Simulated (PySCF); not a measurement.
# Shifts of the heteroatoms

Molfile (atoms numbered from 1):
```
C5H9NOSi
     RDKit          3D

 17 16  0  0  0  0  0  0  0  0999 V2000
   -1.8281    1.8272    0.6054 N   0  0  0  0  0  0  0  0  0  0  0  0
   -1.3823    0.6546    0.5812 C   0  0  0  0  0  0  0  0  0  0  0  0
   -1.9286   -0.4768   -0.2693 C   0  0  0  0  0  0  0  0  0  0  0  0
   -2.8599   -0.0405   -1.2286 O   0  0  0  0  0  0  0  0  0  0  0  0
   -0.1968    0.3016    1.4413 C   0  0  0  0  0  0  0  0  0  0  0  0
    0.9478   -0.0202    0.6092 C   0  0  0  0  0  0  0  0  0  0  0  0
    1.8814   -0.2745   -0.1092 C   0  0  0  0  0  0  0  0  0  0  0  0
    3.3301   -0.6541   -1.1878 Si  0  0  0  0  0  4  0  0  0  0  0  0
   -2.6384    1.9843    0.0055 H   0  0  0  0  0  0  0  0  0  0  0  0
   -2.4705   -1.1752    0.3768 H   0  0  0  0  0  0  0  0  0  0  0  0
   -1.0923   -1.0178   -0.7360 H   0  0  0  0  0  0  0  0  0  0  0  0
   -2.4181    0.5596   -1.8407 H   0  0  0  0  0  0  0  0  0  0  0  0
    0.0399    1.1569    2.0779 H   0  0  0  0  0  0  0  0  0  0  0  0
   -0.4423   -0.5620    2.0672 H   0  0  0  0  0  0  0  0  0  0  0  0
    2.8747   -0.6051   -2.5806 H   0  0  0  0  0  0  0  0  0  0  0  0
    4.3666    0.3510   -0.9460 H   0  0  0  0  0  0  0  0  0  0  0  0
    3.8099   -1.9968   -0.8508 H   0  0  0  0  0  0  0  0  0  0  0  0
  9  1  1  0
  1  2  2  0
  2  3  1  0
  3  4  1  0
  2  5  1  0
  5  6  1  0
  6  7  3  0
  7  8  1  0
  3 10  1  0
  3 11  1  0
  4 12  1  0
  5 13  1  0
  5 14  1  0
  8 15  1  0
  8 16  1  0
  8 17  1  0
M  END
```

PySCF calculation with GFN2-xTB structure and PBE0/pcSseg-1 with gauge-including orbitals; gas phase, single conformer, no relativistic terms, fast rotation and ring inversion assumed for equivalent nuclei.

Task: Predict the 29Si NMR data.

Result: 
```json
{"atoms": "Si8", "environment": "silicon bonded to C, 3 H", "σ (ppm)": "448.4", "δ (ppm)": "-88.6"}
```

Shieldings were converted by a linear fit to measured shifts: 29Si (scatter 8.9 ppm rms, 25.8 ppm with the 6 outliers that the fit left out vs TMS, solution or neat liquid). Occasional misses reach two or three times the rms, and more in compound classes unlike the fitted ones.

On a 300 MHz spectrometer 29Si resonates near 59.6 MHz, so 1 ppm is 59.6 Hz.

Task: Predict the 15N NMR data.

Result: 
```csv
atoms,environment,σ (ppm),δ (ppm)
N1,imine nitrogen,-70.8,-82.8
```

Shieldings were converted by a linear fit to measured shifts: 15N: δ = -148.07 − 0.921σ (rms 6.3 ppm, 71 shifts vs CH3NO2, solution or neat liquid). Occasional misses reach two or three times the rms, and more in compound classes unlike the fitted ones.

On a 400 MHz spectrometer 15N resonates near 40.5 MHz, so 1 ppm is 40.5 Hz.

Task: Predict the 17O NMR data.

Result: 
```json
{"atoms": "O4", "environment": "alcohol oxygen", "σ (ppm)": "312.6", "δ (ppm)": "-18.1"}
```

Shieldings were converted by a linear fit to measured shifts: 17O: δ = 266.70 − 0.911σ (rms 10.7 ppm, 155 shifts, 12.2 ppm with the 3 outliers that the fit left out vs liquid water, solution or neat liquid). Occasional misses reach two or three times the rms, and more in compound classes unlike the fitted ones.

On a 600 MHz spectrometer 17O resonates near 81.3 MHz, so 1 ppm is 81.3 Hz.
